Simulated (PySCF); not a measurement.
Distorted geometries of [Bi3]3+

[Bi3]3+ (triplet). PySCF 2.14.0, UKS PBE0, Bi def2-SVP with ECP60; non-relativistic Hamiltonian with scalar-relativistic core potentials where named; density fitting; no spin-orbit coupling. Relaxed geometry:

```xyz
3

Bi    1.6767   -0.0001    0.0000
Bi   -0.8383    1.7757    0.0000
Bi   -0.8385   -1.7756    0.0000
```

Problem. Order these distorted geometries by energy above the relaxed one, lowest first.
A.
```xyz
3

Bi    1.6751    0.0093   -0.0340
Bi   -0.8314    1.7524    0.0502
Bi   -0.8437   -1.7617   -0.0162
```
B.
```xyz
3

Bi    1.7402   -0.0409   -0.0229
Bi   -0.9483    1.8421   -0.0029
Bi   -0.7920   -1.8012    0.0258
```
C.
```xyz
3

Bi    1.5764   -0.0943    0.0815
Bi   -0.8420    1.8592   -0.0178
Bi   -0.7344   -1.7649   -0.0637
```

Solution. A (0.00 eV), B (0.06 eV), C (0.13 eV).

Problem. Which forces (eV/Å) act in the one that lies 0.00 eV up?

Solution. 
```
Bi   0.11 -0.03  0.01
Bi  -0.07  0.10 -0.01
Bi  -0.04 -0.08  0.00
```
Forces carry noise of the integration grid, about 0.01 to 0.03 eV/Å.

Open shells may have lower solutions than the one found.
